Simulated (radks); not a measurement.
Values are calculated unless marked as measured or tabulated.
Coulomb parameter of the 3d shell of the vanadium ion V+ in the model configuration [Ar] 3d2 4p2, as a second difference U = [E(n + 0.25) + E(n - 0.25) - 2 E(n)] / (0.25)^2 with all orbitals relaxed. "Bare": the charge of the atom changes with n. "Screened": the 4p shell takes up the change at fixed total charge, which measures U(3d,3d) + U(4p,4p) - 2 U(3d,4p). Level of theory: Dirac Kohn-Sham, PBEsol, spin-unpolarised, spherical densities, point nucleus; open shells are shared between the two j in proportion to 2j + 1 (a radial shooting solver on a logarithmic mesh with Libxc functionals).

| case | configuration | E - E(n) (eV) |
|---|---|---|
| start | [Ar] 3d2 4p2 | 0.000 |
| bare +0.25 | [Ar] 3d2.25 4p2 | -4.503 |
| bare -0.25 | [Ar] 3d1.75 4p2 | 5.364 |
| screened +0.25 | [Ar] 3d2.25 4p1.75 | -2.510 |
| screened -0.25 | [Ar] 3d1.75 4p2.25 | 2.808 |

U(bare) = 13.766 eV, U(screened by 4p) = 4.764 eV.
